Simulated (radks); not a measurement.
Spin polarisation of the 5p4 shell in the iodine ion I+. Start: [Kr] 4d10 5s2 5p(up 2, down 2); electrons of 5p are moved from spin down to spin up, other shells keep equal spins. All-electron calculation, scalar-relativistic Kohn-Sham, SCAN, spin-polarised, spherical densities, finite nucleus; meta-GGA in the generalised Kohn-Sham scheme; Fermi nuclear charge, rms radius of each element as measured or else 0.836 A^(1/3) + 0.57 fm. Program: a radial shooting solver on a logarithmic mesh with Libxc functionals.

| moment (Bohr magnetons) | E - E(0) (eV) | e(5p up) (eV) | e(5p down) (eV) | 5s down minus up (eV) | 4d down minus up (eV) |
|---|---|---|---|---|---|
| 0 | 0.000 | -15.612 | -15.612 | 0.000 | 0.000 |
| 0.5 | -0.062 | -15.847 | -15.356 | 0.520 | 0.062 |
| 1 | -0.245 | -16.056 | -15.087 | 1.014 | 0.127 |
| 1.5 | -0.548 | -16.246 | -14.797 | 1.503 | 0.192 |
| 2 | -0.971 | -16.419 | -14.485 | 1.999 | 0.258 |

At moment 2 the spin-polarisation energy is -0.971 eV and the 5p exchange splitting 1.934 eV, that is 0.967 eV per Bohr magneton; E = -I m^2/4 would give I = 0.971 eV.
